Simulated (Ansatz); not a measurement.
Mulliken charges of CH$_{4}$F$_{2}$GeO (`O[C](F)(F)[GeH3]`) from PBE/def2-TZVPP in Ansatz (PBE0-D4/def2-TZVP geometry).

```csv
atom,x (Å),y (Å),z (Å),charge (e)
O1,1.451,1.040,0.018,-0.214
C2,0.654,0.107,-0.578,0.259
F3,1.471,-0.906,-0.918,-0.135
F4,0.154,0.615,-1.748,-0.151
Ge5,-0.871,-0.573,0.541,0.018
H6,0.921,1.815,0.230,0.207
H7,-0.282,-1.317,1.743,0.010
H8,-1.754,-1.488,-0.311,0.010
H9,-1.657,0.662,1.009,-0.003
```

Q: By hand: the dipole of these point charges (1 e Å = 4.8032 D).

A: Σ q r = (-0.203, 0.170, 0.303) e Å, of length 0.402 e Å = 1.93 D.

Q: How does the dipole of the full density compare? (Estimate.)

A: Ansatz gave: (-0.324, 0.197, 0.324) e Å, 2.40 D; the point charges give 0.80 times that, at 10° from its direction.

Point charges leave out the atoms' own dipoles, such as those of lone pairs, and Mulliken's split depends on the basis, so the two needn't agree.
